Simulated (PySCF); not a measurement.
# W: ionisation energy

W [Xe] 4f14 5d4 6s2 [5d3/2^4, M_J = 0] → W⁺ [Xe] 4f14 5d4 6s1 [5d3/2^4 6s1/2^1, M_J = 1/2], as a difference of total energies. All numbers are calculated (PySCF 2.14, the two-component X2C-1e Hamiltonian, in x2c-TZVPall-2c with one added diffuse shell each of s, p, d type (12s12p11d2f, 117 functions)). "Screened" scales the spin-orbit matrix elements by Boettger's factors to mimic the two-electron term; Breit and QED terms are absent.

| method | ionisation energy (eV) | error (eV) |
| --- | --- | --- |
| GHF (spin-free) | 5.926 | -1.938 |
| GHF (screened spin-orbit) | 5.931 | -1.933 |

Reference: 7.864 eV (measured; NIST Atomic Spectra Database, ionization energies).

The spin-free rows relax to the high-spin LS determinant and lack the spin-orbit shift.

Errors of the correlated levels include the incompleteness of this basis and the frozen core.

The labels give the starting determinants; with spin-orbit coupling the two ends relaxed to ⟨J²⟩ = 3.27, ⟨L²⟩ = 5.96, ⟨S²⟩ = 5.91 and ⟨J²⟩ = 4.03, ⟨L²⟩ = 5.94, ⟨S²⟩ = 8.62.

The determinant of W and of W⁺ mixes levels of different J (the jj label is only the starting occupation), so the difference between spin-free and spin-orbit rows is not the physical spin-orbit shift.
